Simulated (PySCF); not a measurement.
ZrFH3, SMILES [F][ZrH3], multiplicity 1. Heavy atoms are numbered as in [ZrH3:1][F:2]. Hydrogens are named by the atom that carries them.

Coordinates come from a PBE0-D3(BJ)/def2-TZVP optimisation. The spin state was assumed, not searched. The structure was generated by enumeration; whether it is a known compound was not checked. The def2 effective core potentials stand for the cores of Zr; spin–orbit coupling is left out.

Calculation: r2SCAN/def2-TZVPD (PySCF).

Mulliken values depend strongly on the basis, most of all with diffuse functions as here. ESP charges are fitted to the potential on shells at 1.4 to 2.0 van der Waals radii. Atomic charges (e), one atom of each kind:

| atom | Mulliken | ESP fit |
|---|---|---|
| Zr1 (ZrH3) | 1.06 | ___ |
| F2 | -0.48 | ___ |
| H on Zr1 | -0.19 | ___ |

Some entries are withheld; supply them. (Estimate from the structure and the level; the computed values follow.)


- Zr1 (ZrH3), ESP fit: 1.29
- F2, ESP fit: -0.35
- H on Zr1, ESP fit: -0.31
